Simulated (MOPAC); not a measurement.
MOPAC input (PM3):

```
PM3 FORCE THERMO(298,298) PRECISE LET CHARGE=-1 GEO-OK AUX(PRECISION=9) THREADS=1
H2BF2Si

F     1.33397769 1   -0.88125515 1    0.27661599 1
B     0.35430923 1    0.04911371 1    0.09562468 1
F     1.05716972 1    1.20948194 1    0.22840324 1
Si   -1.36479190 1   -0.18983091 1   -0.39652084 1
H    -1.76350165 1   -1.40439966 1    0.41513170 1
H    -2.07054314 1    0.91467119 1    0.36162075 1
```

Output:

```
 *******************************************************************************
 **                                                                           **
 **                              MOPAC v23.2.5                                **
 **                                                                           **
 *******************************************************************************
 ** MOPAC's Digital Object Identifier: https://doi.org/10.5281/zenodo.6511958 **
 **                                                                           **
 ** Please cite the open-source release paper for use of this MOPAC version:  **
 ** J. E. Moussa and J. J. P. Stewart (2026)                                  **
 ** MOPAC: An open-source semiempirical molecular orbital program             **
 ** J. Open Source Softw., 11(119), 8025, https://doi.org/10.21105/joss.08025 **
 *******************************************************************************

                              PM3 CALCULATION RESULTS

 *******************************************************************************
 *  PM3        - The PM3 Hamiltonian to be used
 *  GEO-OK     - OVERRIDE INTERATOMIC DISTANCE AND OTHER SAFETY CHECKS
 *
 *
 *
 *                 CHARGE ON SYSTEM = -1
 *
 *
 *
 *  LET        - OVERRIDE SOME SAFETY CHECKS
 *  PRECISE    - TIGHTER CRITERIA TO BE USED
 *  FORCE      - FORCE CALCULATION SPECIFIED
 *  AUX        - OUTPUT AUXILIARY INFORMATION
 *  THERMO     - THERMODYNAMIC QUANTITIES TO BE CALCULATED
 *******************************************************************************
PM3 FORCE THERMO(298,298) PRECISE LET CHARGE=-1 GEO-OK AUX(PRECISION=9) THREADS=1
 H2BF2Si

   ATOM   CHEMICAL          X               Y               Z
  NUMBER   SYMBOL      (ANGSTROMS)     (ANGSTROMS)     (ANGSTROMS)

     1       F          1.33397769  *  -0.88125515  *   0.27661599  *
     2       B          0.35430923  *   0.04911371  *   0.09562468  *
     3       F          1.05716972  *   1.20948194  *   0.22840324  *
     4      Si         -1.36479190  *  -0.18983091  *  -0.39652084  *
     5       H         -1.76350165  *  -1.40439966  *   0.41513170  *
     6       H         -2.07054314  *   0.91467119  *   0.36162075  *

          CARTESIAN COORDINATES

    NO.       ATOM           X           Y           Z

     1         F          1.3340     -0.8813      0.2766
     2         B          0.3543      0.0491      0.0956
     3         F          1.0572      1.2095      0.2284
     4        Si         -1.3648     -0.1898     -0.3965
     5         H         -1.7635     -1.4044      0.4151
     6         H         -2.0705      0.9147      0.3616

  H: (PM3): J. J. P. STEWART, J. COMP. CHEM. 10, 209 (1989).
  B: (PM3): J. J. P. STEWART, J. MOL. MOD., 10, 155-164 (2004)
  F: (PM3): J. J. P. STEWART, J. COMP. CHEM. 10, 209 (1989).
 Si: (PM3): J. J. P. STEWART, J. COMP. CHEM. 10, 209 (1989).

[...]
 TRAVEL (Ang.)       0.2267         B 2 -- F 3         +19.8% ( 59.5%)      2.6%
 REDUCED MASS        2.0157         F 1 -- F 3         +18.9% ( 58.0%)    100.0%
 EFFECTIVE MASS      9.3776
 FORCE CONSTANT      0.5031

 VIBRATION          8    5A'         ATOM PAIR     ENERGY CONTRIBUTION    RADIAL
 FREQUENCY           874.24         Si4 -- H 6         +46.9% ( 54.2%)      1.4%
 TRANSITION DIPOLE   0.4700         Si4 -- H 5         +46.9% ( 54.2%)      1.4%
 TRAVEL (Ang.)       0.3960         B 2 -- Si4          +2.6% ( 12.8%)     99.1%
 REDUCED MASS        0.4919         B 2 -- F 3          +1.4% (  9.4%)      8.2%
 EFFECTIVE MASS      1.7882
 FORCE CONSTANT      0.2215

 VIBRATION          9    6A'         ATOM PAIR     ENERGY CONTRIBUTION    RADIAL
 FREQUENCY          1351.86         F 1 -- B 2         +35.0% ( 84.0%)     68.8%
 TRANSITION DIPOLE   4.8485         B 2 -- F 3         +35.0% ( 84.0%)     68.8%
 TRAVEL (Ang.)       0.0942         B 2 -- Si4         +22.1% ( 66.6%)     98.7%
 REDUCED MASS        5.6260         F 1 -- F 3          +7.9% ( 39.8%)    100.0%
 EFFECTIVE MASS     13.4753
 FORCE CONSTANT      6.0577

 VIBRATION         10    4A"         ATOM PAIR     ENERGY CONTRIBUTION    RADIAL
 FREQUENCY          1352.11         B 2 -- F 3         +35.9% ( 86.5%)     79.3%
 TRANSITION DIPOLE   3.8714         F 1 -- B 2         +35.9% ( 86.5%)     79.3%
 TRAVEL (Ang.)       0.0909         B 2 -- Si4         +23.2% ( 69.4%)      0.0%
 REDUCED MASS        6.0413         F 1 -- F 3          +4.9% ( 31.9%)      0.0%
 EFFECTIVE MASS     13.0709
 FORCE CONSTANT      6.5073

 VIBRATION         11    5A"         ATOM PAIR     ENERGY CONTRIBUTION    RADIAL
 FREQUENCY          1974.72         Si4 -- H 5         +49.9% ( 71.1%)     98.0%
 TRANSITION DIPOLE   0.3921         Si4 -- H 6         +49.9% ( 71.1%)     98.0%
 TRAVEL (Ang.)       0.2594         B 2 -- Si4          +0.2% (  4.3%)      0.0%
 REDUCED MASS        0.5076
 EFFECTIVE MASS      1.3782
 FORCE CONSTANT      1.1663

 VIBRATION         12    7A'         ATOM PAIR     ENERGY CONTRIBUTION    RADIAL
 FREQUENCY          1979.86         Si4 -- H 5         +49.9% ( 70.4%)     98.3%
 TRANSITION DIPOLE   0.3728         Si4 -- H 6         +49.9% ( 70.4%)     98.3%
 TRAVEL (Ang.)       0.2619         B 2 -- Si4          +0.1% (  3.3%)     21.2%
 REDUCED MASS        0.4964
 EFFECTIVE MASS      1.2420
 FORCE CONSTANT      1.1464

      SYMMETRY NUMBER FOR POINT-GROUP Cs  =  1

          SYSTEM IS A GROUND STATE

 H2BF2Si

          MOLECULE IS NOT LINEAR

          THERE ARE 12 GENUINE VIBRATIONS IN THIS SYSTEM
          THIS THERMODYNAMICS CALCULATION IS LIMITED TO
          MOLECULES WHICH HAVE NO INTERNAL ROTATIONS

                    CALCULATED THERMODYNAMIC PROPERTIES
                                          *
   TEMP. (K)   PARTITION FUNCTION   H.O.F.    ENTHALPY  HEAT CAPACITY ENTROPY
                                   KCAL/MOL   CAL/MOLE    CAL/K/MOL  CAL/K/MOL

 298.00  VIB.     0.4248D+01                  1419.5134    10.3771     7.6378
         ROT.     0.7514D+05                   888.2803     2.9808    25.2913
         INT.     0.3192D+06                  2307.7937    13.3579    32.9291
         TRA.     0.6777D+27                  1480.4672     4.9680    39.0097
         TOT.                     -216.939    3788.2609    18.3260    71.9388

   *: NOTE: HEATS OF FORMATION ARE RELATIVE TO THE
            ELEMENTS IN THEIR STANDARD STATE AT 298K
              (=  Standard Enthalpy of Formation).

            Hvib:  Zero-point energy is not included.
                   frequencies of less than zero cm-1 are not included.
            Hrot = (3/2)RT
            Htra = (3/2)RT + pV = (5/2)RT

            Heat capacity is Cp, not Cv

          For more information, see: HTTP://OpenMOPAC.net/Manual/thermochemistry.html

           FORCE CONSTANT IN CARTESIAN COORDINATES (Millidynes/A)

    ATOM   CHEMICAL       X               Y               Z
   NUMBER   SYMBOL  FORCE CONSTANT  FORCE CONSTANT  FORCE CONSTANT

      1       F        7.987756        1.045978        0.172676
      2       B        8.066780        8.038923        1.645060
      3       F        1.489489        7.544244        0.172676
      4      Si        2.905970        2.806458        1.963690
      5       H        0.606321        1.233804        0.806660
      6       H        1.445187        0.394946        0.806653

 **********************
 *                    *
 * JOB ENDED NORMALLY *
 *                    *
 **********************

 == MOPAC DONE ==
```

The dipole moment of an ion depends on the origin.
